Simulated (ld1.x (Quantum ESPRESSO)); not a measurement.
Pseudopotential generation for Tb: RRKJ, PBEsol, scalar-relativistic.

ld1.x (Quantum ESPRESSO) 7.5 input, shortened:

```
&input
   title='Tb', zed=65., rel=1, dft='PBESOL', iswitch=3,
   config='[Xe] 4f9 5d1 6s1 6p0'
 /
 &inputp
   pseudotype=2, tm=.false., lloc=0,
   nlcc=.false.
 /
4
5P  2  1   6.00   0.00  2.25  2.25  0.0
5D  3  2   1.00   0.00  2.35  2.35  0.0
4F  4  3   9.00   0.00  1.10  1.10  0.0
6S  1  0   1.00   0.00  2.80  2.80  0.0
 &test
   configts(1)='4f9 5p6 5d1 6s1 6p0'
 /
```

All-electron outer shells of the reference configuration (PBEsol, scalar-relativistic, ld1.x):

```
shell  level (eV)  outermost node (bohr)  outermost maximum (bohr)
   4d     -146.02                   0.26                      0.55
   5s      -46.63                   0.64                      1.18
   5p      -24.03                   0.69                      1.35
   6s       -3.47                   1.61                      3.58
   4f       -2.27                      –                      0.56
   6p       -1.10                   1.97                      5.08
   5d       -0.94                   0.78                      2.20
```

(1) Estimate the cutoffs (Ry, on a coarse ladder) from which the occupation-weighted sum of valence levels, in a spherical-Bessel basis at the reference potential, stays within 10 and 1 mRy of its value at 400 Ry.

(2) What does a ghost test show?

(3) Which valence shell sets the plane-wave cutoff?

Results:

(1) 230 Ry and over 300 Ry.

(2) No extra level below or beside the all-electron valence levels (p, d, f, s tested).

(3) 4f: its level needs 230 Ry to come within 1 mRy, against 25 Ry for 5p.

No test is counted, since the test run did not reproduce the reference configuration.
